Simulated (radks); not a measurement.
Q: Isoelectronic series with 17 electrons, each ion in its NIST ground configuration. Calculated with a radial shooting solver on a logarithmic mesh with Libxc functionals: Dirac Kohn-Sham, PBE, spin-unpolarised, spherical densities, finite nucleus; open shells fill j = l - 1/2 first; Fermi nuclear charge, rms radius of each element as measured or else 0.836 A^(1/3) + 0.57 fm. Total energies (hartree) and mean radii <r> (bohr):

| ion | configuration | E (hartree) | 3p3/2 | 3p1/2 |
|---|---|---|---|---|
| Cl | [Ne] 3s2 3p5 | -461.43580 | 1.847 | 1.837 |
| Ca3+ | [Ne] 3s2 3p5 | -677.78377 | 1.208 | 1.202 |
| V6+ | [Ne] 3s2 3p5 | -938.33889 | 0.9185 | 0.9127 |
| Fe9+ | [Ne] 3s2 3p5 | -1243.33143 | 0.7453 | 0.7396 |
| Cu12+ | [Ne] 3s2 3p5 | -1593.13161 | 0.6285 | 0.6226 |
| Ge15+ | [Ne] 3s2 3p5 | -1988.20014 | 0.5439 | 0.5378 |
| Br18+ | [Ne] 3s2 3p5 | -2429.07907 | 0.4795 | 0.4731 |
| Nb24+ | [Ne] 3s2 3p5 | -3450.83136 | 0.3878 | 0.3808 |
| Ru27+ | [Ne] 3s2 3p5 | -4033.19439 | 0.3539 | 0.3466 |
| Ag30+ | [Ne] 3s2 3p5 | -4664.36515 | 0.3254 | 0.3177 |
| Sn33+ | [Ne] 3s2 3p5 | -5345.32315 | 0.3011 | 0.2930 |
| I36+ | [Ne] 3s2 3p5 | -6077.16449 | 0.2801 | 0.2716 |

Estimate the row of Sr21+ ([Ne] 3s2 3p5).

A: E (hartree) -2916.38891; 3p3/2 0.4288; 3p1/2 0.4222.
